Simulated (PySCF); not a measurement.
**Radial density of Ni⁺ (nickel, charge +1)**

UHF, [Ar] 3d9, 2D determinant. All numbers are calculated (PySCF 2.14, the spin-free X2C one-electron Hamiltonian (Gaussian nucleus), in x2c-QZVPPall with one added diffuse shell each of s, p, d, f, g type (12s8p7d5f3g, 133 functions)).

| r (bohr) | 4πr²ρ (e/bohr) | 4πr²(ρα − ρβ) |
| --- | --- | --- |
| 0.00102 | 0.2731 | 0.0000 |
| 0.00172 | 0.6925 | 0.0000 |
| 0.00289 | 1.715 | 0.0000 |
| 0.00486 | 4.086 | -0.0001 |
| 0.00818 | 9.077 | -0.0002 |
| 0.0138 | 17.91 | -0.0004 |
| 0.0231 | 28.94 | -0.0006 |
| 0.0389 | 34.01 | -0.0007 |
| 0.0655 | 28.15 | 0.0002 |
| 0.110 | 30.18 | 0.0120 |
| 0.185 | 38.07 | 0.1032 |
| 0.312 | 19.99 | 0.4570 |
| 0.524 | 19.06 | 0.9938 |
| 0.882 | 15.77 | 0.8717 |
| 1.48 | 3.950 | 0.2822 |
| 2.49 | 0.5102 | 0.0227 |
| 4.20 | 0.02277 | -0.0011 |
| 7.06 | 4.702e-05 | 0.0000 |

Densities and radii are taken from the X2C orbitals without a picture-change correction, which distorts them close to the nucleus.
